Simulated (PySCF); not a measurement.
SeFCl, SMILES F[Se]Cl.

The structure is a stationary point at r2SCAN-D4/def2-TZVP.

Vertical ionisation energy (IE) and electron affinity (EA) in eV. Rows of orbital energies are one-electron estimates. Where ΔSCF, EOM or ADC give a negative EA the extra electron is unbound and the value depends on the basis.

```
level                                          IE    EA
-------------------------------------------  ----  ----
−ε(HOMO), −ε(LUMO), PBE0/def2-TZVPD (PySCF)  7.15  2.51
ADC(2)/aug-cc-pVDZ (PySCF)                   9.08  0.33
```

Q: Beyond the first one, list the lowest photoelectron lines from ADC(2)/aug-cc-pVDZ in PySCF 2.14.0 with their pole strengths (two spins summed). (The exact figures need the calculation; the answer reports its results.)

A: 11.99 eV (1.77), 12.30 eV (1.74), 12.62 eV (1.74), 14.02 eV (1.69), 14.71 eV (1.74).
